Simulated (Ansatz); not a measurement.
Reactions of C₄H₉FO (`CCCOCF`).

Computed with Ansatz on PBE0-D4/def2-TZVP structures; ΔE is electronic, products minus reactants. CBS: MP2 limit from def2 TZ/QZ plus the TZ coupled-cluster correction, frozen cores. This one scheme is used for every species, atoms too. For atomizations the MP2-based limit and the directly extrapolated one differ by several kJ/mol either way, and by 10 to 25 for some Ge, Se and Sn compounds, so smaller differences from it don't rank the levels. No spin–orbit coupling; open shells (•) take unrestricted orbitals. Spin–orbit coupling would lower the free atoms: a little for C, F, O. One conformer a species, not always the lowest.

(1) Order these by ΔE at CCSD(T)/CBS, lowest first. (Estimate.)
A. `CCCOCF` + H₂ → `CCCOC` + H–F
B. `CCCOCF` + H–F → `FCCOCF` + CH₄
C. `CCCOCF` + `CBS` → `CCCBS` + `COCF`
D. `CCCOCF` + `OBCl` → `CCOBCl` + `COCF`
E. `CCCOCF` → `CCOCF` + `[CH2]` (triplet)
F. `CCCOCF` → 4 C• + F• + 9 H• + O•
G. `CCCOCF` + H₂ → `COCF` + `CC`
H. `CCCOCF` + CH₃OH → `CCCOC` + `OCF`

Largest T1 diagnostic: 0.013, for `CBS`.

Results:

(1) A (-16.2 kcal/mol), G (-11.0 kcal/mol), H (-0.6 kcal/mol), C (+4.9 kcal/mol), B (+10.1 kcal/mol), D (+12.9 kcal/mol), E (+104.0 kcal/mol), F (+1406.2 kcal/mol).
